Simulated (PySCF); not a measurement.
**NMR data sheet: C5H8O4Si**

| Quantity | Value |
| --- | --- |
| Formula | C5H8O4Si |
| SMILES | CO/C=C(/OC=O)C(=O)[SiH3] |
| InChI | InChI=1S/C5H8O4Si/c1-8-2-4(5(7)10)9-3-6/h2-3H,1,10H3/b4-2+ |
| Point group of the computed structure | C1 |
| Degrees of unsaturation | 3 |
| Carbon signals | 5 |
| Proton signals | 4 |

Mapped SMILES: `[CH3:1][O:2]/[CH:3]=[C:4](/[O:5][CH:6]=[O:7])[C:8](=[O:9])[SiH3:10]`. Each H is labelled by its parent atom.

[PySCF 2.14.0 with density-fitted response routines: geometry: GFN2-xTB; PBE0/pcSseg-1 with gauge-including orbitals; isolated molecule; equivalent nuclei averaged; non-relativistic; one computed conformer]

Referencing at the same level of theory: TMS for 1H, 13C, 29Si; 17O vs H2O.

```tsv
carbon	δC, type	δH (multiplicity)	HMBC from (2–3 bonds)	span of the C tensor (ppm)
C1	62.2, CH3	3.96 (s)	H(C3)	94
C3	155.7, CH	8.44 (s)	H(C1)	118
C4	146.4, C	–	H(C3), H(C6), H(Si10)	144
C6	162.6, CH	8.29 (s)	–	160
C8	220.3, C	–	H(C3), H(Si10)	203
```

Other nuclei:
| atoms | nucleus | environment | δ (ppm) | σ (ppm) |
| --- | --- | --- | --- | --- |
| H(Si10) | 1H | hydrogen on a silicon bonded to C | 4.15 | 27.56 |
| Si10 | 29Si | silicon bonded to C, 3 H | -85.0 | 434.2 |
| O9 | 17O | carbonyl oxygen | 810.3 | -474.2 |
| O7 | 17O | ester carbonyl oxygen | 450.3 | -114.2 |
| O5 | 17O | ester alkoxy oxygen | 225.9 | 110.2 |
| O2 | 17O | ether oxygen | 123.4 | 212.7 |

- Carbon types of the structure: 2 × C, 2 × CH, 1 × CH3, leaving 3 H on heteroatoms.
- δC 220.3: carbonyl carbon.
- δC 162.6: ester carbonyl carbon; it is a carbonyl in resonance with an O or N lone pair, the region of acids, esters and amides.
- δC 155.7, 146.4: alkene carbon bearing oxygen; an sp2 carbon further deshielded by the attached heteroatom.
- δC 62.2: methyl carbon bonded to O; deshielded by the electronegative neighbour.
- δH 3.96: hydrogen on a methyl carbon bonded to O; its carbon carries O, an electronegative neighbour.

Shifts are as computed. Against solution values, carbons near 30 ppm lie about +3 ppm off and those near 130 ppm about +5 ppm. Of 1309 compounds with measured shifts, 239 miss one by over three times the rms of a fit or turn the order of signals round; such compounds aren't used in these exercises. Unscaled 17O shifts of doubly bonded oxygen tend to come out too high, by tens of ppm or more. Experimental scales use liquid or dissolved standards, which lie at an offset from isolated H2O (liquid H2O: subtract about 36 ppm). Multiplicities follow the n + 1 count of equivalent neighbours, as no J values were calculated; m marks all less simple cases, F and P coupling included.
